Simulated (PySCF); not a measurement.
## Stationary points of SbCl₃

Method: PBE0/[Sb def2-SVP with ECP28, Cl def2-SVP], scalar-relativistic core potentials, density fitting, no spin–orbit coupling, PySCF.

Relaxations began from a few typed shapes. The search is not exhaustive: other isomers or separated fragments can lie lower, and high-lying points may rest on an excited occupation.

Problem. Order these stationary points by electronic energy, lowest first, in kJ/mol from the lowest minimum.
A. singlet C3v: Sb–Cl 2.364 Å (×3); Cl–Sb–Cl 98.0° (×3)
B. singlet C2v: Sb–Cl 2.345 Å, Sb–Cl 2.465 Å (×2); Cl–Sb–Cl 90.3° (×2), Cl–Sb–Cl 179.3°
C. singlet D3h: Sb–Cl 2.459 Å (×3); Cl–Sb–Cl 120.0° (×3)

Solution. A (0.0), B (142.3), C (166.1).

Problem. Which of them are minima?

Solution. By energy in kJ/mol, 0.0: minimum; 142.3: saddle point, 1 imaginary mode; 166.1: not settled, its softest mode being under 30 cm⁻¹.

Counting electrons, antimony keeps 2 of its valence electrons outside its bonds, so the VSEPR class is AX3E1 and the expected shape is trigonal pyramidal (C3v), as computed.
